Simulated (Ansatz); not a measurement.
ZnMe(SiH3) (CH₆SiZn): single points at one geometry.

```yaml
crystal:
  periodic: [false, false, false]
  atoms:
    - {symbol: Zn, position_ang: [0.002138, 0.001046, 0.247443]}
    - {symbol: C, position_ang: [-0.001789, -0.016193, 2.200919]}
    - {symbol: H, position_ang: [-1.019389, -0.212645, 2.599090]}
    - {symbol: H, position_ang: [0.338628, 0.956607, 2.613671]}
    - {symbol: H, position_ang: [0.672225, -0.804122, 2.597782]}
    - {symbol: Si, position_ang: [0.002545, 0.016660, -2.131120]}
    - {symbol: H, position_ang: [1.345961, 0.397851, -2.708785]}
    - {symbol: H, position_ang: [-0.997792, 0.994321, -2.703238]}
    - {symbol: H, position_ang: [-0.342516, -1.333526, -2.715762]}
basis:
  gaussian: {orbitals: def2-TZVP, initial_orbitals: start.molden}
hamiltonian: {xc: pbe}
correlation: {method: rpa, frozen_orbitals: {C: 1, H: 0, Si: 5, Zn: 9}}
scf: {omitted_lower_state_checks: [starts]}
```

The file start.molden holds the orbitals of an earlier run on this structure, at another level or in another basis.

```sh
$ ansatz run in.yaml --threads 4 --pin off --events-out ev --progress --plain --max-ram 3916MiB
```

Output, abridged:

```
Functional definition: PBE
1120 factors; integrals over basis functions are off by at most 1.1e-3 eV
mean field evaluation 1: about -57419.4782 eV, gradient 1.1e1 eV
mean field evaluation 2: about -57419.6082 eV, gradient 1.8e-1 eV
mean field evaluation 4: about -57419.6004 eV, gradient 2.4e-4 eV
mean field evaluation 8: about -57419.6004 eV, gradient 1.2e-6 eV
mean field -57419.60044875 eV, -2110.1313960886 hartree, gradient 1.1e-6 eV, S^2 0.000000; 0 other end points of the search recorded, 0 dependent functions left out
15 core orbitals not correlated: weight in the atoms' cores, before any rotation towards them, 1.000 or more for the frozen orbitals, at most 0.000 for the correlated occupied ones
reference -57362.59764098 eV, -2108.0365815407 hartree; 13, 13 occupied and 124, 124 virtual orbitals, 1120 factors
Total energy: -57392.46440251 eV, -2109.1341647826 hartree
Checks for a lower state left out: starts
```

Hardware: 4 threads of Intel Xeon 6975P-C on a shared host. Wall time 1.2 s.

As the first input, with `gaussian: {orbitals: def2-SVP, initial_orbitals: start.molden}`, `hamiltonian: {xc: pbe0, dispersion: d4}`, `output: {orbitals: {seedname: orbitals}}` and without the key `correlation` (abridged; 0.55 s):

```
Functional definition: PBE0
mean field -57410.23882909 eV, -2109.7873629115 hartree, gradient 3.2e-5 eV, S^2 0.000000
Total energy: -57410.35317607 eV, -2109.7915650855 hartree
Checks for a lower state left out: starts
```

Geometry: PBE-D4/def2-SVP.

Correlated methods freeze 15 core orbitals.
